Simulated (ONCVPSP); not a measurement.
**Sn: one change to an ONCV potential, before and after**

```json
{"Element": "tin", "Generator": "ONCVPSP 4.0.1", "Type": "optimised norm-conserving Vanderbilt (ONCV)", "Functional": "LDA (Perdew-Zunger)", "Relativity": "scalar-relativistic", "Frozen core": "[Kr] 4d10", "Valence charge": "4", "Reference configuration": "5s1 5p3", "Partial waves": "5s: rc 2.10 bohr, ncon 3, nbas 7, qcut 3.3 1/bohr, 1 projector; 5p: rc 2.10 bohr, ncon 5, nbas 9, qcut 3.4 1/bohr, 1 projector", "Local potential": "polynomial inside 2.00 bohr (lpopt 5, dvloc0 3 Ha)", "Core correction": "Teter function, fcfact 2.75, rcfact 1.2"}
```

Change: core correction Teter function, fcfact 2.75, rcfact 1.6.

Cutoffs: the cutoffs (Ha) at which the residual kinetic energy of the hardest occupied pseudo-wave falls to 1 and 0.1 mHa per electron; they do not see the model core or the augmentation charge, which bear on the density cutoff. Errors are all-electron minus pseudo energies relative to the spin-unpolarised reference configuration.

**Question.** How do hardness, ghosts and transferability respond?

**Answer.** The potential gets neither clearly harder nor softer (5.8 Ha and 29 Ha → 5.8 Ha and 29 Ha); of the 4 tests that both files solve, the error grows in 4 and shrinks in 0 by more than 15 % and 0.3 meV (median size 3.7 → 19.8 meV); neither file shows a bound ghost. A model core, the more so a compact one, raises the density cutoff, which this test does not measure.

| quantity | base | changed |
| --- | --- | --- |
| cutoff, loose | 5.8 Ha | 5.8 Ha |
| cutoff, tight | 29 Ha | 29 Ha |
| bound ghosts | none | none |
| GHOST(+) flags under 300 eV | none | none |
| error for 5s2 5p2, meV [ΔE -7.07 eV] | -1.3 | -7.5 |
| error for 5s2 5p1, meV [ΔE 0.02 eV] | +6.0 | -28 |
| error for 5s2 5p0, meV [ΔE 14.29 eV] | +30 | -150 |
| error for 5s2 5p1.5, meV [ΔE -4.36 eV] | +1.0 | -11 |
| s: phases at 2.13 bohr within 0.05 rad from the reference energy up to (Ha; the scan ends near 5) | 1.4 | 1.4 |
| p: phases at 2.13 bohr within 0.05 rad from the reference energy up to (Ha; the scan ends near 5) | 1.4 | 1.4 |
| rms error of d²Exc/dni dnj with the model core, mHa | 6.24 | 1.87 |
